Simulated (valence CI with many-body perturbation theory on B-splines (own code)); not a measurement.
## Sensitivity of CI+MBPT for Os69+

Calculated by valence CI with perturbative core correlation (CI+MBPT): five valence electrons over a frozen Dirac-Fock core [He], radial functions for each j: 6 s, 6 p, 5 d, 3 f, 1 g, with the one-electron correlation potential Σ1, the two-electron term Σ2, the three-electron term Σ3, Breit, model QED; selected CI, second order for the rest, scaled by the run's own slope (own B-spline code, finite nucleus).

No measured spectrum was set against this ion. As an estimate, large intervals hold to a few tenths of a per cent, small ones and those within an open d or f shell to about a per cent. Among the levels kept, up to 1900 cm⁻¹ of a level comes from second order outside the variational space, and about a tenth of that is noise between levels of different J, which matters for small intervals.

The reference run has the lowest level (2s^2 2p1/2^2 2p3/2) J=3/2 and an ionisation energy of 17620.9 eV. Its largest variational space holds 9999 state functions.

Levels are named by their leading jj configuration (3d3/2^4 stands for four electrons in 3d with j = 3/2), which in mixed levels can hold well under half, so a name can repeat and another be missing. Letters in brackets count levels of one name in rising energy.

Changed runs:
A. scale of Σ1 1 → 0.8
B. averaging of valence orbitals over low configurations on → off
C. shift of the energy in Σ1 (hartree) 0 → -91.267; averaging of valence orbitals over low configurations on → off
D. factor on the speed of light 1 → 0.9 (bad on purpose)

Excitation energies of the reference run in eV, and shifts in cm⁻¹:

```
                       Level  Reference       A       B       C         D
  (2s^2 2p1/2 2p3/2^2) J=3/2     1572.5    -382    -9.2     -45  +3964164
  (2s^2 2p1/2 2p3/2^2) J=5/2     1595.6    -382     -27     -63  +3941145
  (2s^2 2p1/2 2p3/2^2) J=1/2     1650.8    -384     +25     -11  +3974083
  (2s 2p1/2^2 2p3/2^2) J=5/2     1934.0    +204     +96    +103  +4181635
  (2s 2p1/2^2 2p3/2^2) J=1/2     2044.3    +201    +139    +145  +4218468
  (2s 2p1/2^2 2p3/2^2) J=3/2     2045.5    +203     +95    +101  +4218660
        (2s^2 2p3/2^3) J=3/2     3227.0    -760    +8.7     -63  +7965036
(2s 2p1/2 2p3/2^3) J=3/2 [a]     3535.4    -178     +95     +65  +8165250
    (2s 2p1/2 2p3/2^3) J=5/2     3577.3    -178     +87     +57  +8142810
    (2s 2p1/2 2p3/2^3) J=1/2     3645.9    -179    +100     +70  +8194558
(2s 2p1/2 2p3/2^3) J=3/2 [b]     3653.7    -178     +85     +55  +8176007
     (2p1/2^2 2p3/2^3) J=3/2     4052.5    +398    +187    +198  +8411820
      Ionisation energy (eV)    17620.9  -0.062  -0.003  -0.011     +50.7
```
